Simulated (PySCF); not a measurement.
State search for AlSn

Unrestricted PBE0; Al cc-pV(D+d)Z, Sn cc-pVDZ-PP with ECP28; scalar-relativistic core potentials (PySCF 2.14). Outer shells of the fragments: Al 3s2 3p1; Sn 4d10 5s2 5p2.

Followed along the bond (rough minima from three points):

```
2Ms+1   unpaired  ⟨S²⟩ at the start  R at minimum (Å)  Te (eV)
    4  σ ↑, π ↑↑               3.75              2.67     0.00
    2  σ ↓, π ↑↑               1.77              2.65     0.30
    2  σ ↑, π ↑↓               1.77              2.66     0.36
    2        σ ↑               0.76              2.68     0.95
    2        π ↑               0.78              2.50     1.06
```

Solutions found at the starting distance of 2.545 Å, counted from the lowest of them; the search is not exhaustive and high or unbound solutions are not listed, so other states can lie among these:

```csv
2Ms+1,unpaired,term,E (eV),⟨S²⟩,⟨Lz²⟩,μ (D)
4,"σ ↑, π ↑↑",⁴Σ⁻,0.00,3.75,0.00,-0.64
2,"σ ↓, π ↑↑",mixed,0.28,1.77,0.00,-0.70
2,"σ ↑, π ↑↓",mixed,0.35,1.77,2.01,-0.56
2,σ ↑,mixed,0.96,0.76,2.00,-0.32
2,π ↑,²Π,1.03,0.78,1.00,-1.12
2,π ↑,²Π,1.16,0.75,1.00,0.76
```

A term symbol is given only where ⟨S²⟩ and ⟨Lz²⟩ are close to those of a pure state; real π, δ and φ orbitals otherwise mix terms. A positive dipole means Al(−)Sn(+).

Spin–orbit coupling is left out.
